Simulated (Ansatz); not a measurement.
Saddle point of TiHOF$_{3}$, singlet (TiHOF₃ ([OH][Ti]([F])([F])[F]) → TiOF₂ ([O][Ti]([F])[F]) + HF (still joined by a long Ti–F bond); bonds formed: F2–H4; bonds broken: O3–H4; bonds weakened to dative contacts: Ti1–F2), PBE0-D4/def2-TZVP structure:

| atom | x (Å) | y (Å) | z (Å) |
| --- | --- | --- | --- |
| Ti1 | -0.0801 | 0.4627 | 0.1953 |
| F2 | -0.7272 | -1.4613 | -0.2233 |
| O3 | 1.2103 | -0.2192 | -0.5639 |
| H4 | 0.2426 | -1.3271 | -0.5655 |
| F5 | -0.8555 | 1.7410 | -0.7475 |
| F6 | 0.2100 | 0.8039 | 1.9049 |

Energies are electronic, without zero-point energy. Barriers and step energies count from the start structure reached by relaxing down the imaginary mode; all methods use the PBE0-D4 structures, on which another method's saddle can fall below an end. Ansatz 0.2.0; basis: def2-TZVPP, with def2-QZVPP for the basis limit; cores frozen in the correlated methods. B3LYP uses VWN-RPA correlation. Extrapolation: Hartree–Fock as exp(−7.88 √X), correlation as X^−2.97.

```json
{"method": "SPW92", "barrier (eV)": "?", "step energy (eV)": "2.039"}
{"method": "PBE-D4", "barrier (eV)": "1.876", "step energy (eV)": "1.942"}
{"method": "BLYP-D4", "barrier (eV)": "1.965", "step energy (eV)": "1.960"}
{"method": "r2SCAN-D4", "barrier (eV)": "2.021", "step energy (eV)": "2.052"}
{"method": "B97M-V", "barrier (eV)": "2.163", "step energy (eV)": "2.089"}
{"method": "PBE0-D4", "barrier (eV)": "2.030", "step energy (eV)": "2.013"}
{"method": "B3LYP-D4", "barrier (eV)": "2.080", "step energy (eV)": "2.018"}
{"method": "r2SCAN0-D4", "barrier (eV)": "?", "step energy (eV)": "2.085"}
{"method": "BHLYP-D4", "barrier (eV)": "2.304", "step energy (eV)": "2.162"}
{"method": "CAM-B3LYP-D4", "barrier (eV)": "2.118", "step energy (eV)": "2.060"}
{"method": "wB97X-V", "barrier (eV)": "2.093", "step energy (eV)": "2.012"}
{"method": "wB97M-V", "barrier (eV)": "2.069", "step energy (eV)": "1.984"}
{"method": "B2PLYP", "barrier (eV)": "1.853", "step energy (eV)": "1.697"}
{"method": "PBE-QIDH", "barrier (eV)": "1.892", "step energy (eV)": "1.747"}
{"method": "RPA on PBE", "barrier (eV)": "1.876", "step energy (eV)": "1.738"}
{"method": "HF", "barrier (eV)": "2.774", "step energy (eV)": "2.470"}
{"method": "MP2", "barrier (eV)": "?", "step energy (eV)": "1.282"}
{"method": "CCSD", "barrier (eV)": "2.105", "step energy (eV)": "1.914"}
{"method": "CCSD(T)", "barrier (eV)": "1.885", "step energy (eV)": "1.717"}
```

(1) Fill in the withheld barriers. (Judge from chemistry; the value comes from the calculation.)

The T1 diagnostic stays at or below 0.026. The T1 diagnostic is large here, which may signal multireference character or strong orbital relaxation, so CCSD(T) is less sure. The start structure is not quite a true minimum (one mode of 71i cm⁻¹).

Results:

(1) Computed: r2SCAN0-D4 2.121; SPW92 1.801; MP2 1.556 eV. Each is the energy of the saddle less that of the start structure, by the same method.

For comparison, the barrier by CCSD(T) at an estimated basis limit (MP2 extrapolated from triple and quadruple zeta, plus CCSD(T) − MP2 in triple zeta) is 1.896 eV.

Labels in which every atom is bracketed show which atoms are joined, not bond orders.

For scale, one of the runs: CCSD(T)/def2-TZVPP, 202 basis functions, launched by `ansatz run in.yaml --threads 4 --pin off --events-out ev --progress --plain --max-ram 9574MiB`. Time: 2.7 min of wall clock on 4 CPU threads of an Intel Xeon; the host was shared. Peak host memory: 3.1 GiB.
